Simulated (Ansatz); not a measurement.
Ca2Se3, relaxed as a singlet with RKS PBE-D4/def2-SVP in Ansatz, starting from the GFN2-xTB geometry. Force threshold 0.02 eV/Å.

The structure comes from a short search, and lower isomers may exist.

Start:

Cartesian coordinates in Å:
```
Ca 0.721 0.271 -0.685
Ca -1.944 -0.666 1.824
Se 0.569 0.024 2.087
Se -1.952 -0.520 -0.789
Se 2.606 0.891 -2.437
```

**Question.** Estimate the energy that the relaxation releases and the steps that it takes.

**Answer.** 266.8 kJ/mol, in 30 steps; 44 s on 4 threads of AMD EPYC 7B13 on a shared host. The force fell under the threshold at step 5, but the optimiser went on and released 2.685 eV more. No frequencies were taken in this run, so the end may be a saddle point.

**Question.** Does the start keep its bonding and symmetry?

**Answer.** Bonds formed: Ca2–Se5, Se3–Se4 (atoms count from 1). The end is the same structure that another start reached, the lowest one found. Point group C2v at the start, C2v at the end, both within 0.05 Å.

**Question.** Predict the relaxed structure.

**Answer.** 
```xyz
5

Ca    1.185   -0.820   -0.878
Ca   -0.864    1.362    0.494
Se    0.103   -0.999    1.745
Se   -1.494   -1.348   -0.085
Se    1.069    1.804   -1.276
```
Bond lengths (bridged metal pairs left out): 6 × Ca–Se 2.66 to 2.84 Å; 1 × Se–Se 2.45 Å.
